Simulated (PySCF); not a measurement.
[VBr6]2- holds V(IV), d1, at total charge -2. The structure is a model geometry with rigid ligands and bond lengths from ionic radii, not a minimum; coordination octahedral, point group Oh, metal–donor distances 2.44 Å.

The d shell alone is too small an active space for [VBr6]2- (an active orbital has only 0.66 squared overlap with the free ion's shell): its levels, fitted parameters, g values and moments show what this model gives and aren't sound predictions.

```
7

V     0.000    0.000    0.000
Br    0.000    0.000    2.440
Br    0.000    0.000   -2.440
Br    2.440    0.000    0.000
Br   -2.440    0.000    0.000
Br    0.000    2.440    0.000
Br    0.000   -2.440    0.000
```

Method (PySCF 2.14, density fitting): CASSCF(1,5) with orbitals averaged over all microstates of the shell, strongly contracted NEVPT2 on the averaged canonical orbitals; basis x2c-TZVPall on the metal, x2c-SVPall elsewhere; spin-free X2C; IEF-PCM water; spin-orbit coupling by state interaction with the mean-field operator over all roots.

Which term lies lowest, and with what spin?

2T2g (S = 1/2, orbital degeneracy 3), with 1.0 electrons in the lower (t2g-type) set and 0.0 in the upper (eg-type) set, by NEVPT2.

Where do the spin-allowed transitions within the shell lie?

By NEVPT2: 2Eg at 20661 cm⁻¹ (484 nm). All are electric-dipole forbidden at this geometry.

What ligand-field parameters describe the result?

At NEVPT2 level: orbital energies 0, 0, 0, 20661, 20661 cm⁻¹; 10Dq = 20661 cm⁻¹; spin-orbit coupling on the heavy ligands mixes in, so no single ζ describes it.

What are the magnetic parameters?

Degenerate or low-lying orbital states mix with the ground state, so no spin-only Hamiltonian applies. The lowest spin-orbit level is 4-fold; the next lies at 387.8 cm⁻¹. μeff is 1.65 μB at 300 K and 0.33 μB at 10 K; the spin-only value is 1.73 μB.

Charge-transfer states lie outside this active space and may come lower than some of these levels. The ground state is orbitally degenerate in this regular structure, which would distort (Jahn–Teller), so its moment is that of the undistorted model. NEVPT2 lifts 2Eg from 16980 to 20661 cm⁻¹; on the d shell alone it tends to overshoot states that fill the eg-type orbitals. NEVPT2 on the d shell alone tends to put d–d bands too high for such charged or covalently bound ions.

The job took 120 s on one thread of Arm Neoverse N1 (shared host), with 240 basis functions and a peak of 0.84 GiB, launched as `OMP_NUM_THREADS=1 python lf_run.py task.json out`.
